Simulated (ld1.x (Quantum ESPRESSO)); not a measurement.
## Transferability test, TM potential for phosphorus (P)

phosphorus, norm-conserving Troullier–Martins (Kleinman–Bylander form), made with ld1.x (Quantum ESPRESSO) 7.5 (PBE, scalar-relativistic). Core [Ne], reference 3s2 3p2.5 (charge +0.5). Waves: 3s (bound): rc 1.70 bohr; 3d channel at 0.15 Ry: rc 1.85 bohr; 3p (bound): rc 1.75 bohr. Local part: the p channel. Core correction: none.

Energies are relative to the spin-unpolarised reference configuration 3s2 3p2.5; without spin polarisation the order of configurations can differ from experiment. The frozen-core shift is the all-electron ΔE with the core orbitals held at their reference shape minus the fully relaxed ΔE.

Task: Give the all-electron excitation energy and the error of the potential for: 3s2 3p3; 3s2 3p2; 3s2 3p1; 3s2 3p0; 3s2 3p3.3; 3s1 3p0; 3s1 3p4.

Result:

| valence configuration | charge | ΔE all-electron (eV) | error AE − PS (meV) | frozen-core shift (meV) |
| --- | --- | --- | --- | --- |
| 3s2 3p3 | 0 | -3.775 | +0.5 | 0.0 |
| 3s2 3p2 | +1 | 5.955 | +0.2 | +0.5 |
| 3s2 3p1 | +2 | 25.102 | +8.3 | +7.4 |
| 3s2 3p0 | +3 | 54.841 | +47 | +36 |
| 3s2 3p3.3 | -0.3 | -5.082 | +0.8 | +0.1 |
| 3s1 3p0 | +4 | 106.846 | +200 | +129 |
| 3s1 3p4 | 0 | 4.759 | +1.3 | +0.2 |

Levels in the configuration 3s1 3p4:

```csv
level,all-electron (eV),pseudo (eV)
3s,-14.675,-14.673
3p,-6.072,-6.071
```
